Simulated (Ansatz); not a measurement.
```yaml
crystal:
  periodic: [false, false, false]
  atoms:
    - {symbol: Ga, position_ang: [-2.273023, -1.310541, -1.548811]}
    - {symbol: Sb, position_ang: [-2.049473, -1.188052, 1.198120]}
    - {symbol: Ga, position_ang: [2.264444, -1.314890, -1.555105]}
    - {symbol: Sb, position_ang: [-0.003754, -0.005701, -2.117430]}
    - {symbol: Sb, position_ang: [2.053445, -1.186410, 1.192470]}
    - {symbol: Ga, position_ang: [0.003409, 0.003624, 2.439399]}
    - {symbol: Ga, position_ang: [-0.000978, 2.614617, -1.561828]}
    - {symbol: Sb, position_ang: [-0.001371, 2.370967, 1.186139]}
    - {symbol: H, position_ang: [-2.148476, -2.854677, -1.849266]}
    - {symbol: H, position_ang: [-3.543985, -0.419158, -1.833440]}
    - {symbol: H, position_ang: [-2.165356, -2.722946, 1.958119]}
    - {symbol: H, position_ang: [-3.439107, -0.520236, 1.953078]}
    - {symbol: H, position_ang: [2.132947, -2.860357, -1.845979]}
    - {symbol: H, position_ang: [3.536472, -0.429573, -1.852917]}
    - {symbol: H, position_ang: [-0.005534, -0.010892, -3.837436]}
    - {symbol: H, position_ang: [2.164012, -2.724056, 1.947891]}
    - {symbol: H, position_ang: [3.446644, -0.526186, 1.947561]}
    - {symbol: H, position_ang: [0.005166, 0.009075, 4.015572]}
    - {symbol: H, position_ang: [-1.403875, 3.274183, -1.857406]}
    - {symbol: H, position_ang: [1.403175, 3.271765, -1.856957]}
    - {symbol: H, position_ang: [-1.275784, 3.239952, 1.939594]}
    - {symbol: H, position_ang: [1.268601, 3.245894, 1.940328]}
basis:
  gaussian: {orbitals: def2-mTZVPP}
hamiltonian: {xc: {name: HF}}
correlation: {method: rpa}
scf: {lower_state_search: off}
```

```sh
$ ansatz run in.yaml --threads 2 --pin off --events-out ev --progress --plain --max-ram 20480MiB --backend cuda --devices 0, --max-vram 18GiB
```

Output, abridged:

```
Functional definition: HF
3644 factors; integrals over basis functions are off by at most 1.5e-3 eV
mean field evaluation 1: about -235598.5903 eV, gradient 2.3e1 eV
mean field evaluation 2: about -235598.7144 eV, gradient 2.3e1 eV
mean field evaluation 4: about -235601.6495 eV, gradient 5.1e0 eV
mean field evaluation 8: about -235601.7162 eV, gradient 2.7e-1 eV
mean field -235601.71652820 eV, -8658.2033858321 hartree, gradient 9.9e-6 eV, S^2 0.000000; 0 other end points of the search recorded, 0 dependent functions left out
52 core orbitals not correlated: weight in the atoms' cores, before any rotation towards them, 1.000 or more for the frozen orbitals, at most 0.000 for the correlated occupied ones
reference -235601.71652820 eV, -8658.2033858321 hartree; 63, 63 occupied and 243, 243 virtual orbitals, 3644 factors
Total energy: -235646.24421950 eV, -8659.8397483054 hartree
Checks for a lower state left out: stability, starts, cluster_reference, orbital_swaps, neighbouring_geometries, increment
```

Hardware: 2 threads of AMD EPYC 7R13 on a shared host and a share (18 GiB) of an NVIDIA H100 80GB HBM3. Wall time 7 s, peak host memory 2 GiB.

In the def2 sets Sb takes a core potential; there is no spin–orbit coupling. Correlated methods freeze 52 core orbitals; core or outer-core shells of Ga, Sb are correlated, in sets that lack core-valence functions.
